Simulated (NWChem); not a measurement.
System: C2H2F, doublet; SMILES C=[C]F

```xyz
5

C      0.1311     1.2066     0.0000
C     -0.4196     0.0092     0.0000
F      0.1216    -1.1707     0.0000
H      1.2221     1.3208     0.0000
H     -0.4987     2.0968     0.0000
```
Atoms are numbered in this order, from 1.

Level: PBE0/def2-SVP, spin-unrestricted (NWChem), optimised geometry, unscaled harmonic frequencies. In the optimisation the excess spin sits in a' (Cs, its own frame).

Task: List the harmonic frequencies with IR intensities, and the thermochemistry.

Result: 
```tsv
frequency (cm⁻¹)	IR intensity (km/mol)
449	0.6
639	0.2
825	66.1
943	20.0
1191	95.3
1372	11.2
1769	178.6
3150	2.8
3285	2.0
```

| Property | Value |
|---|---|
| zero-point energy | 19.5 kcal/mol |
| thermal correction to the enthalpy at 298.15 K (with zero-point energy) | 22.2 kcal/mol |
| heat capacity Cv | 9.7 cal/(mol K) |
| entropy at 298.15 K and 1 atm (symmetry number 1, electronic part: spin degeneracy alone) | 61.1 cal/(mol K) |
| dipole moment | 0.87 D |

Rigid rotor and harmonic oscillator.
